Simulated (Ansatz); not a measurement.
Relaxed structures of BSiH4SO (charge +1), singlet (PBE0-D4/def2-TZVP; forces vanish, vibrations not checked; lower isomers may exist, and structures with a doubtful reference or unclear bonds are left out; Å). Computed with Ansatz 0.2.0 (basis: def2-TZVPP); correlated methods freeze the cores.

Task: Rank them by CCSD(T) energy, lowest first, and give each one's height above the lowest. Links in brackets join atoms within 1.22 times the sum of their covalent radii (1.1 for two metals). (An estimate is asked for; the value comes from the calculation.)
A.
BSiH₄SO ([BH][O][SiH2][SH]), total charge +1
```
8
angstrom
S -0.3606 1.8246 -0.5483
Si 0.8467 0.5046 0.5023
B -0.5730 -2.1687 0.5281
O 0.0393 -1.1194 0.5177
H 0.8477 0.7726 1.9457
H 0.2033 1.5355 -1.7373
H 2.1178 0.1246 -0.1287
H -1.1616 -3.1833 0.5367
```
B.
BSiH₄SO ([OH][BH][SiH][SH]), total charge +1
```
8
angstrom
S -0.7586 1.8186 -0.1219
Si 0.5725 0.2700 -0.1872
B -0.1762 -1.6503 -0.1331
O 0.7798 -2.5611 -0.1914
H 0.5075 -3.4891 -0.1714
H 0.1792 2.7884 -0.1817
H 1.9926 0.6769 -0.2701
H -1.3519 -1.8266 -0.0576
```
C.
BSiH₄SO ([SH2][SiH]1[BH][O]1), total charge +1
```
8
angstrom
S -0.5797 1.3782 -0.9270
Si 0.5234 -0.1228 0.4462
B -0.4355 -1.7954 0.6653
O 0.2747 -1.5988 -0.4349
H -1.0239 2.2194 0.0323
H 0.4464 2.1796 -1.2901
H 1.9174 0.3431 0.3227
H -1.1227 -2.6033 1.1855
```
D.
BSiH₄SO ([BH2][SiH]1[O][SH]1), total charge +1
```
8
angstrom
S -0.1462 -1.9146 1.0277
Si 0.7606 -0.1280 0.1088
B -0.4220 1.3668 -0.5649
O 0.4285 -1.6545 -0.5247
H -1.4845 1.5637 -0.0739
H 0.0007 2.0027 -1.4766
H 2.1265 -0.0030 0.6516
H -1.4544 -1.6000 0.8422
```

Result: The calculation gives: A (0.000 eV), B (1.106 eV), C (1.917 eV), D (3.886 eV). Heights count from the lowest.

T1 diagnostic: at most 0.018.

For scale, one of the runs: CCSD(T)/def2-TZVPP, 202 basis functions, launched by `ansatz run in.yaml --threads 2 --pin off --events-out ev --progress --plain --max-ram 4352MiB`. The run took 53 s on 2 CPU threads of an Arm Neoverse V2 (shared host), with 2.3 GiB of host memory at its peak.
